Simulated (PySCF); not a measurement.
Where the electron goes

Compound: C5H3F4NO.
Atom-mapped SMILES: `[N:1]#[C:2][C@@H:3]1[C@@H:4]([F:5])[O:6][C@@H:7]1[C:8]([F:9])([F:10])[F:11]` (hydrogens: H12 on C3; H13 on C4; H14 on C7)

Cartesian coordinates in Å at the PBE0-D3(BJ)/def2-SVP level; atoms count from 1:
```
atom  x, y, z in Å
N1     1.0611    1.7892    2.0824
C2     0.4228    1.3876    1.2057
C3    -0.4103    0.9098    0.1226
C4    -1.5350   -0.1068    0.4019
F5    -2.7693    0.3727    0.1761
O6    -1.1006   -0.9355   -0.6423
C7     0.0756   -0.1758   -0.8610
C8     1.3171   -0.9610   -0.4729
F9     1.2494   -1.3871    0.7865
F10    1.4533   -2.0205   -1.2622
F11    2.3971   -0.1937   -0.6032
H12   -0.8346    1.7655   -0.4233
H13   -1.5272   -0.6092    1.3834
H14    0.1950    0.1469   -1.9078
```

Computed with TDDFT CAM-B3LYP/def2-SVPD, vertical, gas phase, core orbitals frozen in the response in PySCF 2.14.0, density-fitted response routines.

Kohn–Sham orbitals with the atoms that hold most of them (Löwdin shares over 4%, at most four atoms; ? is withheld):

```
orbital  ε (eV)                            atoms
 LUMO+2    1.11   C2 20%, N1 11%, C3 11%, C7 10%
 LUMO+1    0.72  N1 19%, C2 18%, C3 15%, H12 13%
   LUMO    0.57   N1 20%, C2 17%, C3 12%, C7 11%
   HOMO  -10.96                                ?
 HOMO-1  -11.54                                ?
 HOMO-2  -11.60    N1 30%, C2 23%, O6 22%, C3 6%
 HOMO-3  -12.49     N1 64%, C2 16%, O6 7%, C3 5%
```

(1) Which atoms hold the HOMO-1, and with what shares?

(2) Which atoms hold the HOMO, and with what shares?

(3) The HOMO–LUMO gap is 11.54 eV. Where does the response calculation put the lowest singlet, and from which orbitals?

## Answers

(1) N1 (bonded to C) 39%; C2 (bonded to C and N) 29%; C3 (bonded to 3 C and H) 9%; C7 (bonded to 2 C, O and H) 8%. By element: carbon 46% or more, nitrogen 39%.

(2) O6 (bonded to 2 C) 40%; C4 (bonded to C, F, O and H) 10%; C7 (bonded to 2 C, O and H) 8%; N1 (bonded to C) 7%. By element: oxygen 40%, carbon 19% or more, nitrogen 7%.

(3) S1 is at 7.34 eV (f = 0.0004), 4.20 eV below the gap, made of HOMO-2→LUMO (26%), HOMO-1→LUMO+1 (20%), HOMO-1→LUMO (12%). Its leading pair isn't HOMO and LUMO; the energies of that pair differ by 12.17 eV. Without the coupling terms of the response equations the lowest excitation would equal the gap.

Next come S2 at 7.74 eV (f 0.0093), HOMO-1→LUMO+1 (27%), HOMO→LUMO (14%), HOMO-2→LUMO (12%); S3 at 7.81 eV (f 0.0039), HOMO→LUMO+1 (15%), HOMO-1→LUMO (13%), HOMO-1→LUMO+2 (12%); S4 at 8.40 eV (f 0.0069), HOMO→LUMO+2 (35%), HOMO→LUMO+1 (20%); S5 at 8.47 eV (f 0.0069), HOMO→LUMO (56%), HOMO-2→LUMO (20%), HOMO→LUMO+1 (11%).

Löwdin shares depend on the basis, the more so with diffuse functions.
